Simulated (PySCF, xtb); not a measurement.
CH10FNSi3, SMILES C[Si@H](N[SiH3])[SiH2]F.

GFN2-xTB (xtb 6.7.1) at its own geometry gives an orbital gap of 4.29 eV and a dipole moment of 2.50 D.

The structure is a stationary point at B3LYP-D3(BJ)/def2-SVP. The structure was generated by enumeration; whether it is a known compound was not checked. The values are those of a single conformer.

Q: What does PBE0/def2-TZVP run with PySCF give? (An estimate is asked for; the answer gives what the named calculation found.)

A: gap 6.55 eV (levels -7.27 and -0.72 eV), dipole 2.30 D.
